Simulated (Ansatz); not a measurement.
Cu4Te2⁺, relaxed as a doublet with UKS PBE-D4/def2-SVP in Ansatz, starting from the GFN1-xTB geometry. Force threshold 0.02 eV/Å.

In the def2 sets Te takes a core potential; there is no spin–orbit coupling. The relaxation made no stability test and no search for a lower SCF solution. No other spin state of charge 1 was run. Another isomer (doublet) lies 0.46 eV lower at PBE0-D4/def2-SVP; other spin states weren't run for this one.

Start:

```xyz
6

Cu    0.793   -0.344   -0.756
Cu   -1.334   -0.886    0.457
Cu    2.427   -0.497    1.007
Cu   -0.870    1.487   -0.396
Te   -1.385   -0.368   -1.979
Te    0.369    0.608    1.668
```

| step | energy (eV) | largest force component (eV/Å) | SCF passes |
| --- | --- | --- | --- |
| 1 | -193096.6703 | 0.460 | 50 |
| 2 | -193096.7030 | 0.074 | 32 |
| 3 | -193096.7065 | 0.034 | 30 |
| 4 | -193096.7091 | 0.012 | 32 |
| 5 | -193096.7095 | 0.020 | 32 |
| 6 | -193096.7098 | 0.017 | 27 |
| 7 | -193096.7100 | 0.009 | 28 |

Force components are those of the run's own axes.

End:

```xyz
6

Cu    0.766   -0.462   -0.731
Cu   -1.402   -0.921    0.451
Cu    2.498   -0.343    0.976
Cu   -0.744    1.517   -0.425
Te   -1.437   -0.326   -1.998
Te    0.318    0.535    1.727
```

By distances, no bond broke or formed. The bond that changes most is Cu1–Te6, from 2.64 to 2.69 Å (atoms count from 1).

The force fell under the threshold at step 4, but the optimiser went on. No frequencies were taken in this run, so the end may be a saddle point.

It took 46 s on 4 threads of Arm Neoverse V1 on a shared host.
